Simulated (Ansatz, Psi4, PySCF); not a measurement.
Species: CH6BN2, charge 0, multiplicity 2. SMILES: [CH2]B(N)N
Geometry from a B3LYP-D3(BJ)/def2-TZVP (Ansatz, an electronic-structure program) optimisation:
```xyz
10

C     -0.7658    -1.3063    -0.3274
B     -0.0033    -0.0056    -0.0014
N     -0.6367     1.0067     0.7725
N      1.3261     0.1694    -0.4778
H     -1.7800    -1.4968     0.0076
H     -0.3360    -2.1128    -0.9122
H     -0.2063     1.8789     1.0254
H     -1.5731     0.9070     1.1198
H      1.7945    -0.5294    -1.0252
H      1.8859     0.9864    -0.3073
```
Charge 0, spin multiplicity 2.

Quantity: size of the dipole moment, in D. Set-up: UHF or UKS for open shells; 6-31G* and kin with 6d, 5d where marked; no spin-orbit coupling; non-relativistic; 6-311+G** with 5d; no dispersion term unless named. Ab initio and DFT rows: single points at B3LYP-D3(BJ) geometries (Ansatz).

```tsv
level	program	size of the dipole moment (D)
PBE/STO-3G	Ansatz	1.41
PBE/6-31G*	Ansatz	1.26
PBE/6-311+G**	Ansatz	1.16
BP86/6-31G* (5d)	PySCF	1.26
B3LYP/6-31G*	Ansatz	1.12
B3LYP/6-31+G*	Ansatz	1.04
B3LYP/6-311+G**	Ansatz	1.03
M06-2X/6-31G* (5d)	PySCF	0.99
M06-2X/6-311+G**	PySCF	0.90
wB97X-D/6-31G*	Psi4	1.08
```

No value to compare with is used here. The 10 habitual levels span 0.90 (M06-2X/6-311+G**) to 1.41 D (PBE/STO-3G).

The levels are drawn from those run, B3LYP/6-31G* more often than the rest, none by its result; left out are runs that failed, that the program found above a lower state of the same kind, or whose <S^2> lies over 0.5 above the pure value.
